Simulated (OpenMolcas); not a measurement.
4f⁴ along the 58-electron sequence

| Property | Result |
| --- | --- |
| Program | OpenMolcas |
| Method | SS-RASPT2, IPEA 0.25 Eh, imaginary shift 0.1 Eh |
| Basis | ANO-R2 |
| Scalar Hamiltonian | X2C, finite nucleus |
| Spin-orbit coupling | RASSI with atomic mean-field integrals over the reference wave functions, term energies averaged over their components |

Active space for each ion: 4 electrons in 12 orbitals (RAS2 4f; RAS3 5d, at most 1 electron); closed shells correlated by CASPT2: 5s 5p.

Computed levels in cm-1 above ⁵I₄:

```tsv
Level	Nd2+	Pm3+	Sm4+
⁵I₅	1207	1591	2040
⁵I₆	2550	3350	4270
⁵I₇	4000	5220	6620
⁵I₈	5530	7160	9040
⁵F₁	12450	14540	16940
⁵F₂	12970	15040	17540
⁵F₃	13720	15950	18720
⁵S₂	14170	16740	19710
⁵F₄	14530	17010	20010
weight of ⁵I in the lowest level (%)	98	98	97
```

Measured, with the error of the calculation in %. Measured levels: Nd2+ from Ding et al., The Spectrum and Energy Levels of the Low-lying Configurations of Nd III (preprint, 2023).

```tsv
Level	Nd2+
⁵I₅	1138 (+6.1)
⁵I₆	2388 (+7.0)
⁵I₇	3715 (+7.8)
⁵I₈	5093 (+8.5)
⁵F₂	10774 (+20.4)
⁵F₃	11425 (+20.0)
⁵F₄	12181 (+19.3)
```

The fine-structure level ⁵I₈ changes by a factor of 1.63 from Nd2+ to Sm4+. Its fourth root runs 8.62, 9.20, 9.75, with steps per unit of Z of 0.58, 0.55; equal steps would mean a (Z - σ)^4 law with constant σ.

⁵F₁ changes by a factor of 1.36 over the same range, with steps per unit of Z of +2090, +2400 cm-1.

CASPT2 breaks the degeneracy within a term, and the mean is taken; among the terms shown or strongly mixed into the levels shown the widest spread is 630 cm-1 (4f⁴ ⁵I, Nd2+). Each CASPT2 term energy is a mean over a sample of three components. High states are left out of the spin-orbit mixing, which shifts the levels that they would mix with. Some terms miss by over 15 % even with CASPT2, which points to a basis or an active space too small for the shells correlated (holds for Nd2+). Measured partners are found by configuration, term and J. A level has none where our copy of the source lacks it or the pairing is in doubt (some pairs that miss far off the trend of their configuration count as doubtful), and it then counts in no deviation. Only configurations of the active space appear.
